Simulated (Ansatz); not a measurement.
Input file for Ansatz (a quantum-chemistry and plane-wave program): U-B3LYP/def2-TZVPP on C2H4N (SMILES [CH]=NC), 2S+1 = 2, atoms moved off the minimum.

Ansatz 0.2 input:
```yaml
crystal:
  periodic: [false, false, false]
  atoms:
    - {symbol: C, position_ang: [1.12729773, -0.22892040, -0.26327839]}
    - {symbol: N, position_ang: [0.32128591, -0.31816881, -0.35842491]}
    - {symbol: C, position_ang: [-1.02162369, 0.31117412, 0.25878928]}
    - {symbol: H, position_ang: [1.77309725, 0.71694578, 0.40314654]}
    - {symbol: H, position_ang: [-1.63264015, 0.58045395, -0.57273462]}
    - {symbol: H, position_ang: [-1.75145680, -0.46147282, 0.78470735]}
    - {symbol: H, position_ang: [-0.93580288, 1.28204747, 0.72642249]}
basis:
  gaussian:
    orbitals: def2-TZVPP
hamiltonian:
  xc: {name: B3LYP}
magnetization: {spin_polarized: true, initial_magnetization: 1}
output: {forces: true}
```

### Question
What total energy does the run end on?

### Answer
-132.6547 hartree.
